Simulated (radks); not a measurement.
Problem. Valence configurations of Cu IV (all share [Ar]). Method: scalar-relativistic Kohn-Sham, r2SCAN, spin-polarised, spherical densities, finite nucleus; open shells are filled with parallel spins first; meta-GGA in the generalised Kohn-Sham scheme; Fermi nuclear charge, rms radius 3.8823 fm; computed with a radial shooting solver on a logarithmic mesh with Libxc functionals. Order these by energy: 3d7.5 4s0.5; 3d3 4s2 4p3; 3d7 4p1; 3d7 4s1; 3d7.5 4p0.5; 3d6 4s2; 3d8; 3d5 4p3; 3d6 4p2; 3d4 4s1 4p3.

Solution. From the lowest, in eV above it: 3d8 0.000; 3d7.5 4s0.5 7.041; 3d7.5 4p0.5 11.514; 3d7 4s1 14.591; 3d7 4p1 24.003; 3d6 4s2 35.664; 3d6 4p2 52.385; 3d5 4p3 85.762; 3d4 4s1 4p3 124.95; 3d3 4s2 4p3 178.43. NIST lists [Ar] 3d8 as the ground configuration; this level of theory agrees among the configurations tried. The energies are those of spherical high-spin densities, not of single terms.
